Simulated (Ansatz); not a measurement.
`N#[C][Sn]([F])([Cl])[Cl]` + `[F][InH][Cl]` → `N#[C][In]([F])[Cl]` + `[F][SnH]([Cl])[Cl]` at 600 K and 1 bar (formal exchange of groups at a C–Sn bond).

Gas-phase electronic energies from Ansatz, PBE0-D4/def2-TZVP geometries. CCSD(T)/CBS adds triple-zeta CCSD(T) − MP2 to the extrapolated MP2 energy (def2 sets, frozen cores). def2 core potentials past Kr. For In, Sn outer-core shells are correlated without core-valence functions, which leaves a few kJ/mol of doubt a bond.

| species | CCSD(T)/CBS energy (Eh) | H − E (kJ/mol) | S (J/(mol·K)) |
| --- | --- | --- | --- |
| `N#[C][Sn]([F])([Cl])[Cl]` | -1326.22933 | 91.7 | 475.6 |
| `[F][InH][Cl]` | -750.05448 | 58.6 | 356.7 |
| `N#[C][In]([F])[Cl]` | -842.19796 | 75.9 | 427.2 |
| `[F][SnH]([Cl])[Cl]` | -1234.09211 | 75.3 | 407.0 |

H − E and S are ideal-gas, rigid-rotor, harmonic terms from PBE0-D4/def2-TZVP. 1 Eh = 2625.50 kJ/mol, R = 8.31446 J/(mol·K).

By hand: ΔE, ΔH, ΔS and ΔG.

ΔE = (-842.19796) + (-1234.09211) − (-1326.22933) − (-750.05448) = -0.00626 Eh = -16.4 kJ/mol. Δ(H − E) = 75.9 + 75.3 − 91.7 − 58.6 = 0.9, so ΔH = -15.5 kJ/mol. ΔS = 427.2 + 407.0 − 475.6 − 356.7 = 1.9 J/(mol·K). ΔG = -15.5 − 600 × (1.9)/1000 = -16.6 kJ/mol.

By hand: the equilibrium constant, and the temperature at which ΔG would vanish if ΔH and ΔS stayed fixed.

log₁₀ K = −ΔG/(RT ln 10) = 1.4. ΔH and −TΔS have one sign here, so there is no such temperature.

The number of gas molecules stays the same, so ΔS is small and ΔH decides. A doubt of 5 kJ/mol in ΔE shifts log₁₀ K by 0.4 here. These are equilibria of isolated gas molecules and say nothing of rates. Largest T1 diagnostic: 0.016 (customary marks: 0.02 for closed shells, 0.045 for open ones).

ΔS is within the doubt of such terms, so its sign, and with it that verdict, could turn.
